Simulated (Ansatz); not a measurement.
Consider the hydrogen abstraction from the Sn–H bond: `[F][SnH]([Cl])[Cl]` + `[CH3]`• → `[F][Sn]([Cl])[Cl]`• + CH₄.

Gas-phase electronic energies from Ansatz, PBE0-D4/def2-TZVP geometries. CCSD(T)/CBS is the MP2 limit (def2-TZVPP, def2-QZVPP) plus CCSD(T) − MP2 in def2-TZVPP, frozen cores. This one scheme is used for every species. Functionals use def2-TZVPP. B3LYP here is the variant with VWN-RPA as its local correlation; programs differ in this. No spin–orbit coupling; open shells (•) take unrestricted orbitals. def2 core potentials past Kr. For Sn outer-core shells are correlated without core-valence functions, which leaves a few kJ/mol of doubt a bond.

CCSD(T)/CBS gives -35.8 kcal/mol.

(1) Another level gave -37.8 kcal/mol. Which?
A. RPA@PBE/def2-TZVPP
B. B97M-V/def2-TZVPP
C. BLYP-D4/def2-TZVPP
D. B3LYP/def2-TZVPP

(2) What do rigid-rotor, harmonic-oscillator terms from PBE0-D4/def2-TZVP frequencies (298.15 K, 1 bar) make of the CCSD(T)/CBS value? (Best estimate.)

Largest T1 diagnostic among the species: 0.016.

## Answers

(1) B. B97M-V -37.8, RPA@PBE/def2-TZVPP -36.4, BLYP-D4 -44.4, B3LYP -41.4 kcal/mol.

(2) Ansatz gave: ΔZPE = +4.7 kcal/mol, ΔH = -31.4 kcal/mol, ΔS = -3 J/(mol·K), ΔG = -31.1 kcal/mol. Open shells count their whole term as degenerate.

From BLYP to BHLYP (50 % exact exchange), in def2-TZVPP and without D4, ΔE moves by +8.2 kcal/mol. Leaving LDA and LC-ωPBE aside and taking each functional with its dispersion term where it has one, the values, not all of them listed here, spread over 8.3 kcal/mol, from BLYP-D4 to r2SCAN0-D4. LDA lies −3.1 kcal/mol from PBE without D4. In def2-TZVPP, CCSD(T) changes the Hartree–Fock value by −8.5 kcal/mol (the triples alone add −1.1 kcal/mol) and MP2 by −10.0 kcal/mol.
